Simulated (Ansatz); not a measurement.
CH7ClOSi2 (`O[SiH]([SiH3])CCl`) at its PBE0-D4/def2-TZVP geometry, where that method's forces vanish. Total charge 0; spin multiplicity 1.

```csv
atom,x (Å),y (Å),z (Å)
O1,-1.670,0.515,0.899
Si2,-0.571,-0.293,-0.024
Si3,0.273,1.234,-1.587
C4,0.809,-0.964,1.074
Cl5,0.054,-1.939,2.376
H6,-2.003,0.038,1.664
H7,-1.177,-1.476,-0.698
H8,0.940,2.372,-0.898
H9,-0.813,1.759,-2.455
H10,1.279,0.547,-2.444
H11,1.495,-1.617,0.533
H12,1.384,-0.175,1.559
```

Question: For each bond, give half the difference of the two atoms' forces along it (eV/Å; positive pushes the atoms apart) under PBE-D4, r2SCAN-D4, B3LYP-D4, ωB97M-V in def2-TZVPP. (Best estimate.)

Answer: Computed: 
```json
{"bond": "O1–Si2", "length (Å)": "1.647", "PBE-D4": "0.33", "r2SCAN-D4": "0.04", "B3LYP-D4": "0.14", "ωB97M-V": "0.17"}
{"bond": "O1–H6", "length (Å)": "0.961", "PBE-D4": "0.35", "r2SCAN-D4": "0.02", "B3LYP-D4": "-0.03", "ωB97M-V": "-0.06"}
{"bond": "Si2–Si3", "length (Å)": "2.342", "PBE-D4": "-0.12", "r2SCAN-D4": "0.01", "B3LYP-D4": "0.02", "ωB97M-V": "-0.01"}
{"bond": "Si2–C4", "length (Å)": "1.887", "PBE-D4": "-0.06", "r2SCAN-D4": "-0.03", "B3LYP-D4": "0.02", "ωB97M-V": "0.00"}
{"bond": "Si2–H7", "length (Å)": "1.490", "PBE-D4": "0.03", "r2SCAN-D4": "-0.03", "B3LYP-D4": "-0.13", "ωB97M-V": "-0.15"}
{"bond": "Si3–H8", "length (Å)": "1.488", "PBE-D4": "0.09", "r2SCAN-D4": "-0.02", "B3LYP-D4": "-0.07", "ωB97M-V": "-0.10"}
{"bond": "Si3–H9", "length (Å)": "1.486", "PBE-D4": "0.09", "r2SCAN-D4": "-0.01", "B3LYP-D4": "-0.07", "ωB97M-V": "-0.10"}
{"bond": "Si3–H10", "length (Å)": "1.489", "PBE-D4": "0.09", "r2SCAN-D4": "-0.02", "B3LYP-D4": "-0.06", "ωB97M-V": "-0.09"}
{"bond": "C4–Cl5", "length (Å)": "1.793", "PBE-D4": "0.24", "r2SCAN-D4": "0.28", "B3LYP-D4": "0.42", "ωB97M-V": "0.17"}
{"bond": "C4–H11", "length (Å)": "1.091", "PBE-D4": "0.09", "r2SCAN-D4": "-0.05", "B3LYP-D4": "-0.12", "ωB97M-V": "-0.09"}
{"bond": "C4–H12", "length (Å)": "1.090", "PBE-D4": "0.11", "r2SCAN-D4": "-0.04", "B3LYP-D4": "-0.12", "ωB97M-V": "-0.09"}
```

B3LYP here is the variant with VWN-RPA as its local correlation; programs differ in this.
